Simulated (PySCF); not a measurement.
# CuH and its ions

B97-3; basis Cu def2-TZVPPD, H def2-TZVPPD; no relativity; PySCF 2.14. Neutral (UKS): singlet (closed shell), Re = 1.497 Å, ωe = 1826 cm⁻¹, De = 2.62 eV, HOMO -6.65 eV, LUMO -1.89 eV.

CuH⁺ (UKS): doublet (σ ↑), Re = 1.498 Å, ωe = 1701 cm⁻¹, De = 0.93 eV to Cu⁺ (3d10) + H. The energies at the minima are -1640.92870 hartree for CuH and -1640.58637 for CuH⁺.

Question: Work out the adiabatic ionisation energy, without and with harmonic zero-point energies (1 hartree = 27.2114 eV, 1 eV = 8065.5 cm⁻¹), and the change of the bond length.

Answer: At B97-3: 0.34233 hartree = 9.315 eV between the minima; the zero-point term (1701.0 − 1826.0)/2 cm⁻¹ = -0.008 eV makes it 9.308 eV. Re changes by +0.1 pm against the neutral. Minus the HOMO energy is 6.65 eV, -2.67 eV from the value between the minima; self-interaction puts the Kohn–Sham level too high, less so with exact exchange. The electron leaves a σ orbital, and the small change of length marks it as nearly non-bonding.

For an ion De counts to the pair picked by the measured ionisation energies or electron affinities, which need not be the lowest pair at this level. With d or f electrons several states lie close, and the lowest PBE0 determinant need not be the measured ground state.
